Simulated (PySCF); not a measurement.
# Correlation energy of In (indium, neutral)

[Kr] 4d10 5s2 6s1, 2S determinant (an excited configuration). Computed with PySCF 2.14 in aug-cc-pVDZ-PP with ECP28MDF (5s4p3d, 32 functions), with a scalar-relativistic core potential. Frozen: 4s2 4p6 4d10; 3 electrons correlated.

```
  level  correlation energy (mhartree)
   CCSD                         -37.49
    (T)                          -0.55
CCSD(T)                         -38.04
  CCSDT                         -38.34
    FCI                         -38.34
```

Diagnostics: T1 = 0.0097, D1 = 0.0235, largest double amplitude 0.082, weight of the Hartree-Fock determinant in FCI 0.9416 (5819 determinants).

Q: Is a single reference adequate?

A: Mostly. T1 lies below 0.03, but a double amplitude of this size points to a near-degeneracy that CCSD handles and MP2 describes poorly.
